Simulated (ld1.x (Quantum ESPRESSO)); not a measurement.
**Reading a pseudo-wave (nitrogen)**

Columns: radius, all-electron u(r) and pseudo u(r) of the 2p shell (level -10.09 eV) of nitrogen in the configuration [He] 2s2 2p2.75; PBEsol, non-relativistic, PAW scheme, ld1.x (Quantum ESPRESSO) 7.5.

```csv
r (bohr),all-electron,pseudo
0.135,0.1218,0.0095
0.270,0.3264,0.0372
0.405,0.5090,0.0810
0.540,0.6446,0.1376
0.675,0.7335,0.2028
0.810,0.7814,0.2718
0.945,0.7973,0.3397
1.080,0.7897,0.4020
1.215,0.7660,0.4549
1.350,0.7318,0.4953
1.485,0.6911,0.5215
1.620,0.6469,0.5332
1.755,0.6014,0.5309
1.890,0.5560,0.5164
2.025,0.5117,0.4922
2.160,0.4691,0.4612
2.295,0.4288,0.4265
2.430,0.3910,0.3906
2.565,0.3557,0.3557
2.700,0.3230,0.3230
2.835,0.2930,0.2930
2.970,0.2654,0.2654
3.105,0.2402,0.2402
3.240,0.2171,0.2171
3.375,0.1961,0.1961
3.510,0.1771,0.1771
```

(1) How many radial nodes do the two functions have?

(2) At about which radius was the pseudo-wave matched?

(3) Where does each function peak?

(4) Is the pseudo-wave norm-conserving?

Results:

(1) The all-electron 2p function has n − l − 1 = 0; the pseudo-wave has 0.

(2) 2.70 bohr. The columns agree to 0.0005 from 2.43 bohr on; several derivatives are matched, so the curves merge somewhat inside the radius.

(3) Outermost all-electron maximum near 0.94 bohr, pseudo maximum near 1.62 bohr (to the table’s step).

(4) No, it belongs to a PAW set: the norm inside the radius is not constrained, and the difference is carried by the augmentation charge.
